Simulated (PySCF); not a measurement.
## Electron correlation in Kr³⁺ (krypton, charge +3)

Starting occupation: [Ar] 3d10 4s2 4p3, 4p1/2 with m_j = -1/2, +1/2, 4p3/2 with m_j = +3/2. Computed with PySCF 2.14 in x2c-TZVPPall-2c, with X2C-1e with screened-nucleus spin-orbit coupling, Gaussian nucleus. Frozen: [Ne]; 23 electrons correlated.

MP2 pair energies summed by pair of shells (mhartree):

```json
{"pair": "3d-3d", "energy": "-82.92", "share (%)": "25.3"}
{"pair": "3d-3p", "energy": "-69.82", "share (%)": "21.3"}
{"pair": "4p-4s", "energy": "-54.93", "share (%)": "16.7"}
{"pair": "3p-3p", "energy": "-23.26", "share (%)": "7.1"}
{"pair": "4p-4p", "energy": "-18.76", "share (%)": "5.7"}
{"pair": "3d-4p", "energy": "-17.76", "share (%)": "5.4"}
{"pair": "3d-3s", "energy": "-16.73", "share (%)": "5.1"}
{"pair": "3d-4s", "energy": "-13.38", "share (%)": "4.1"}
{"pair": "3p-3s", "energy": "-9.75", "share (%)": "3.0"}
{"pair": "4s-4s", "energy": "-8.71", "share (%)": "2.7"}
{"pair": "3p-4p", "energy": "-5.01", "share (%)": "1.5"}
{"pair": "3p-4s", "energy": "-4.11", "share (%)": "1.3"}
{"pair": "3s-3s", "energy": "-1.18", "share (%)": "0.4"}
{"pair": "3s-4p", "energy": "-1.08", "share (%)": "0.3"}
{"pair": "3s-4s", "energy": "-0.69", "share (%)": "0.2"}
```

Total MP2 correlation energy: -328.09 mhartree.

The GHF reference relaxed away from the jj start to a determinant that is no pure jj level (⟨S²⟩ = 3.71, ⟨J²⟩ = 3.75); the energies belong to that determinant.

This basis was not built for core-valence correlation, so the inner-shell part is incomplete.
